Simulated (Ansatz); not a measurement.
A made-up structure of CH3OSn (charge -1), closed shell:

| atom | x (Å) | y (Å) | z (Å) |
| --- | --- | --- | --- |
| O1 | -0.6588 | -2.0525 | 2.1501 |
| C2 | 0.3220 | 0.6882 | -0.7613 |
| Sn3 | 1.0807 | -2.1268 | 1.0679 |
| H4 | -0.6275 | 0.2451 | -0.9215 |
| H5 | 0.0935 | 1.5513 | -1.3326 |
| H6 | 0.0274 | 1.1307 | 0.1557 |

It is relaxed with PBE-D4/def2-SVPD and then PBE0-D4/def2-TZVPD (Ansatz 0.2.0). Atoms count as bonded within 1.22 times the sum of their covalent radii (H–H: 0.88 Å). The end point is not checked to be a true minimum.

Task: Does its bonding change? (A judgement: the text doesn't fix the answer.)

Result: The calculation gives: Yes. Formed: C2–Sn3; broken: none.

Where it ends: The first stage lowers the energy by 2.22 eV in 10 steps. It ends as CH₃OSn ([CH3][Sn][O]), total charge -1:
| atom | x (Å) | y (Å) | z (Å) |
| --- | --- | --- | --- |
| O1 | -0.4245 | -1.8294 | 1.8149 |
| C2 | 0.0593 | 0.4403 | -0.3992 |
| Sn3 | 0.9326 | -1.4110 | 0.5807 |
| H4 | -0.8984 | 0.1694 | -0.8594 |
| H5 | 0.7119 | 0.8842 | -1.1604 |
| H6 | -0.1435 | 1.1826 | 0.3817 |

Labels in which every atom is bracketed show which atoms are joined, not bond orders.

For scale, one of the runs: PBE0-D4/def2-TZVPD relaxation, 160 basis functions, launched by `ansatz run in.yaml --threads 2 --pin off --events-out ev --progress --plain --max-ram 4352MiB`. The run took about 23 s on 2 CPU threads of an Arm Neoverse V2 (shared host).
